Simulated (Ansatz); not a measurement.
## SnH3O (SMILES [OH][SnH2]): the energy, rung by rung

The species is SnH3O (5 atoms), meant as a doublet with charge 0. As SMILES, `[OH][SnH2]`. The shape is that of a PBE0-D4/def2-TZVP optimisation. This is one conformer, not always the lowest.

```xyz
5

O     0.7074   -0.7329    0.8619
Sn    0.1045    0.3088   -0.7055
H     0.3686   -1.6313    0.8732
H    -1.6068    0.0613   -0.8459
H     0.4763    1.9204   -0.2249
```

Quantity: the energy change with the Sn2–H5 bond stretched from 1.722 to 2.153 Å, in eV. The values are calculated.

```
            level                    kind  program  value (eV)  less FCI/STO-3G  CPU time (all runs)
    USVWN5/STO-3G                     LDA   Ansatz        1.25            +0.07                3.1 s
  U-r2SCAN/STO-3G                meta-GGA   Ansatz        1.27            +0.09                 16 s
    UB3LYP/STO-3G           global hybrid   Ansatz        1.26            +0.08                6.2 s
     UPBE0/STO-3G           global hybrid   Ansatz        1.30            +0.12                6.1 s
   U-wB97X/STO-3G  range-separated hybrid   Ansatz        1.38            +0.20                 28 s
UCAM-B3LYP/STO-3G  range-separated hybrid   Ansatz        1.37            +0.19                7.6 s
    UHSE06/STO-3G  range-separated hybrid   Ansatz        1.29            +0.11                7.2 s
  UBCCD(T)/STO-3G   coupled cluster or CI   Ansatz        1.19            +0.01                2.3 s
       FCI/STO-3G      exact in the basis   Ansatz        1.18             0.00                2 min
```

FCI/STO-3G is exact within its basis and frozen core, so for wave-function methods in that basis the difference is their error; functionals converge differently with the basis, so for them it is only a difference. All-electron rows without a relativistic Hamiltonian named are non-relativistic. The first shape isn't each level's own minimum. The values span 1.18 to 1.38 eV. All rows use very small basis sets, so none should be taken for the real molecule's value. In the correlated wave-function rows the outer d shell of Sn is correlated, in sets not made for it. Times are those of the runs behind each value, whatever else they computed, on shared processors of several kinds: orders of magnitude only.
